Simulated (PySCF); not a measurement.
# Ionisation energy of Ir by level of theory

Ir [Xe] 4f14 5d7 6s2 (4F) → Ir+ [Xe] 4f14 5d7 6s1 (5F), as a difference of total energies. Computed with PySCF 2.14 in aug-cc-pVDZ-PP with ECP60MDF (5s5p4d2f, 54 functions), with scalar relativity through the core potential. Correlated levels: valence: 5s2 5p6 frozen. The calculations carry no spin-orbit coupling.

```json
{"method": "UHF", "ionisation energy (eV)": "7.077", "error (eV)": "-1.849"}
{"method": "PBE0", "ionisation energy (eV)": "8.696", "error (eV)": "-0.230"}
{"method": "PBE", "ionisation energy (eV)": "8.973", "error (eV)": "+0.047"}
{"method": "MP2 (valence)", "ionisation energy (eV)": "8.640", "error (eV)": "-0.286"}
{"method": "SCS-MP2 (valence)", "ionisation energy (eV)": "8.790", "error (eV)": "-0.136"}
```

Reference: 8.926 eV (measured; NIST levels, between the centres of gravity of the two terms).

Errors of the correlated levels include the incompleteness of this basis and the frozen core.
